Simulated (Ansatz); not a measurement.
Process, species as SMILES: N#P (N-P) → N atom + P atom
B3LYP-D3(BJ)/def2-TZVP geometries, fixed; electronic energies without zero-point terms.
Largest species:
```
N
P 1 1.4828
```

Basis-set convergence of the atomisation energy at PBE with Ansatz (a program for electronic structure). Cartesian d functions, on some or all atoms, in 6-311G**; all else is spherical. Open shells are unrestricted. No added dispersion term, no relativity. Functions are those of the species that has most. Reference: the value in aug-cc-pV(5+d)Z, 156.50 kcal/mol, itself unsure by roughly 0.05 kcal/mol (its mean distance from pcseg-4, aug-pcseg-3, aug-cc-pV(Q+d)Z).

```json
[
 {"basis": "6-311G**", "functions": "45", "atomisation energy (kcal/mol)": "149.78"},
 {"basis": "def2-TZVP", "functions": "68", "atomisation energy (kcal/mol)": "(withheld)"},
 {"basis": "def2-TZVPPD", "functions": "85", "atomisation energy (kcal/mol)": "(withheld)"},
 {"basis": "jun-cc-pV(T+d)Z", "functions": "87", "atomisation energy (kcal/mol)": "(withheld)"},
 {"basis": "aug-pcseg-2", "functions": "96", "atomisation energy (kcal/mol)": "(withheld)"},
 {"basis": "pcseg-3", "functions": "124", "atomisation energy (kcal/mol)": "156.20"},
 {"basis": "def2-QZVPPD", "functions": "139", "atomisation energy (kcal/mol)": "156.22"},
 {"basis": "aug-cc-pV(Q+d)Z", "functions": "169", "atomisation energy (kcal/mol)": "156.49"},
 {"basis": "pcseg-4", "functions": "206", "atomisation energy (kcal/mol)": "156.47"}
]
```

### Question
Fill in the missing entries.

### Answer

- def2-TZVP, atomisation energy (kcal/mol): 155.29
- def2-TZVPPD, atomisation energy (kcal/mol): 155.97
- jun-cc-pV(T+d)Z, atomisation energy (kcal/mol): 155.50
- aug-pcseg-2, atomisation energy (kcal/mol): 155.42
